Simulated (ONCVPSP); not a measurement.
# Logarithmic derivatives: magnesium (Mg), ONCV

* Element: Mg
* Generator: ONCVPSP 4.0.1
* Type: optimised norm-conserving Vanderbilt (ONCV)
* Functional: PBE
* Relativity: scalar-relativistic
* Frozen core: [He]
* Valence charge: 10
* Reference configuration: 2s2 2p6 3s2
* Partial waves: 2s+3s: rc 1.35 bohr, ncon 5, nbas 10, qcut 10.7 1/bohr, 2 projectors; 2p: rc 0.75 bohr, ncon 4, nbas 7, qcut 15 1/bohr, 1 projector
* Local potential: polynomial inside 0.60 bohr (lpopt 5, dvloc0 0 Ha)
* Core correction: none

The phase is arctan(r·R′/R) of the radial function R(r), unwrapped; energies in Ha, scanned from -4 to 5 Ha. A pole is an energy at which the radial function vanishes at the test radius. The pseudo phase is shifted by a multiple of π to meet the all-electron one at the reference energy, and phase errors are pseudo minus all-electron; the curves can meet again beyond the range given. Levels narrower than the energy grid can be missing from the lists of poles.

Q: For each channel, where are the poles, and over which energies does the pseudopotential scatter like the atom?

A:

```
channel  radius (bohr)  reference energy (Ha)  poles, all-electron  poles, pseudo  unbroken range about the reference energy with phases within 0.05 rad  phase error 1 Ha above the reference energy (rad)
      s           1.37                  -0.17                -2.60          -2.60                                                        the whole range                                             -0.000
      p           0.76                  -1.71                 2.18           2.26                                                        the whole range                                             +0.001
```

Phases in the s channel:

| E (Ha) | all-electron | pseudo |
| --- | --- | --- |
| -3.98 | 0.901 | 0.901 |
| -3.50 | 0.269 | 0.269 |
| -3.02 | -1.189 | -1.189 |
| -2.54 | -1.602 | -1.602 |
| -2.06 | -1.756 | -1.756 |
| -1.58 | -1.860 | -1.860 |
| -1.10 | -1.958 | -1.958 |
| -0.62 | -2.072 | -2.072 |
| -0.14 | -2.229 | -2.229 |
| 0.34 | -2.470 | -2.470 |
| 0.82 | -2.854 | -2.854 |
| 1.30 | -3.361 | -3.361 |
| 1.78 | -3.805 | -3.805 |
| 2.26 | -4.092 | -4.092 |
| 2.74 | -4.268 | -4.269 |
| 3.22 | -4.382 | -4.383 |
| 3.70 | -4.462 | -4.463 |
| 4.18 | -4.521 | -4.521 |
| 4.66 | -4.566 | -4.567 |
